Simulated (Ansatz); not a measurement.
C2H4N2, SMILES `CNC#N` (charge 0, multiplicity 1).

These are frozen-core CCSDT(Q)/6-31g // B3LYP-D3(BJ)/def2-TZVP (Ansatz, a program for electronic structure) values and carry that method's errors.

Ansatz 0.2 input:
```yaml
crystal:
  periodic: [false, false, false]
  atoms:
    - { symbol: C, position_ang: [-0.903911, -0.250566, -0.01614] }
    - { symbol: N, position_ang: [0.300352, 0.552973, -0.246208] }
    - { symbol: C, position_ang: [1.492029, 0.013036, 0.011896] }
    - { symbol: N, position_ang: [2.521512, -0.482058, 0.193662] }
    - { symbol: H, position_ang: [-1.090646, -0.433867, 1.045351] }
    - { symbol: H, position_ang: [-1.754195, 0.273653, -0.448317] }
    - { symbol: H, position_ang: [-0.79108, -1.205646, -0.525333] }
    - { symbol: H, position_ang: [0.225938, 1.532477, -0.01491] }
basis:
  gaussian: { orbitals: "6-31g" }
correlation:
  method: ccsdt_q
```

Output:

```
Functional definition: HF
1063 factors; integrals over basis functions are off by at most 2.0e-7 eV
mean field evaluation 1: about -5081.0779 eV, gradient 3.5e1 eV
mean field evaluation 2: about -5081.0889 eV, gradient 3.5e1 eV
mean field evaluation 4: about -5084.3175 eV, gradient 3.7e0 eV
mean field evaluation 8: about -5084.3866 eV, gradient 7.2e-2 eV
mean field evaluation 16: about -5082.3782 eV, gradient 3.1e1 eV
mean field -5084.38626029 eV, -186.8477487450 hartree, gradient 7.7e-7 eV, S^2 0.000000; 0 other end points of the search recorded, 0 dependent functions left out
4 core orbitals not correlated
reference -5084.38626029 eV, -186.8477487450 hartree; 11, 11 occupied and 29, 29 virtual orbitals, 1063 factors
second order -10.88800322 eV of doubles, -0.00000000 eV of singles
cycle   1  -10.86597591 eV  change    2.2e-2 eV  update   1.1e-1
cycle   2  -11.45530713 eV  change   -5.9e-1 eV  update   4.7e-2
cycle   3  -11.75981611 eV  change   -3.0e-1 eV  update   2.0e-2
cycle   4  -11.75678007 eV  change    3.0e-3 eV  update   6.7e-3
cycle   5  -11.75299475 eV  change    3.8e-3 eV  update   3.1e-3
cycle   6  -11.75608966 eV  change   -3.1e-3 eV  update   1.0e-3
cycle   7  -11.75697568 eV  change   -8.9e-4 eV  update   4.0e-4
cycle   8  -11.75694321 eV  change    3.2e-5 eV  update   1.4e-4
cycle   9  -11.75694613 eV  change   -2.9e-6 eV  update   5.7e-5
cycle  10  -11.75698607 eV  change   -4.0e-5 eV  update   2.7e-5
cycle  11  -11.75694237 eV  change    4.4e-5 eV  update   1.1e-5
cycle  12  -11.75694117 eV  change    1.2e-6 eV  update   4.1e-6
cycle  13  -11.75694039 eV  change    7.8e-7 eV  update   1.7e-6
perturbative correction -0.05321384 eV, -0.0019555727 hartree
Total energy: -5096.19641453 eV, -187.2817639080 hartree
```
